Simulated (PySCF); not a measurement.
**Sc: excitation energy**

Sc [Ar] 3d1 4s2 (2D) → Sc [Ar] 3d3 (4F), as a difference of total energies. All numbers are calculated (PySCF 2.14, the spin-free X2C one-electron Hamiltonian (Gaussian nucleus), in x2c-TZVPPall (6s5p4d2f1g, 64 functions)). Correlated levels: valence and next inner shell: [Ne] frozen. The calculations carry no spin-orbit coupling.

```
                                method  excitation energy (eV)
                                   UHF                   4.669
    MP2 (valence and next inner shell)                   4.437
SCS-MP2 (valence and next inner shell)                   5.074
   CCSD (valence and next inner shell)                   4.680
CCSD(T) (valence and next inner shell)                   4.647
```

Task: How much does correlation contribute at CCSD(T) (valence and next inner shell)?

Result: 4.647 − (4.669) = -0.022 eV, measured against UHF.
